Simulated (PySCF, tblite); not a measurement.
Isomers of C7H11O (doublet state), one GFN2-xTB conformer each. Single-point energies are computed at B3LYP/pcH-1 (PySCF, gas phase, no added dispersion term), electronic only. GFN2-xTB treats the open shell by occupation alone, and not every SCF solution was tested for stability.

```tsv
SMILES	GFN2-xTB relative energy (kcal/mol)
C=C[C@@]1(C)C[C@@H]1[CH]O	35.8
C[C@@H]1[CH]CC(=O)CC1	0.0
```

Conformers: `[CH2:1]=[CH:2][C@@:3]1([CH3:4])[CH2:5][C@@H:6]1[CH:7][OH:8]` (doublet state) with C1–C2–C3–C4 8°, C5–C6–C7–O8 -18°, C6–C7–O8–H -177°; `[CH3:1][C@@H:2]1[CH:3][CH2:4][C:5](=[O:6])[CH2:7][CH2:8]1` (doublet state) with C1–C2–C3–C4 172°, C2–C3–C4–C5 73°, C3–C4–C5–O6 101°, C4–C5–C7–C8 69°.

What does B3LYP/pcH-1 give for the same structures?

```csv
SMILES,B3LYP/pcH-1 E (Eh),B3LYP/pcH-1 (kcal/mol),GFN2-xTB (kcal/mol),point group
C[C@@H]1[CH]CC(=O)CC1,-348.56191,0.0,0.0,C1
C=C[C@@]1(C)C[C@@H]1[CH]O,-348.51153,31.6,35.8,C1
```

Both levels put the same isomer lowest. As drawn, the higher has a three-membered ring, an O–H bond and a quaternary carbon, which the lower lacks.

What happens when harmonic zero-point energies from GFN2-xTB frequencies are added?

| SMILES | ZPE (kcal/mol) | electronic (kcal/mol) | with ZPE (kcal/mol) |
| --- | --- | --- | --- |
| C[C@@H]1[CH]CC(=O)CC1 | 101.6 | 0.0 | 0.0 |
| C=C[C@@]1(C)C[C@@H]1[CH]O | 98.9 | 31.6 | 28.9 |

The zero-point energies span 2.7 kcal/mol. The order is unchanged.
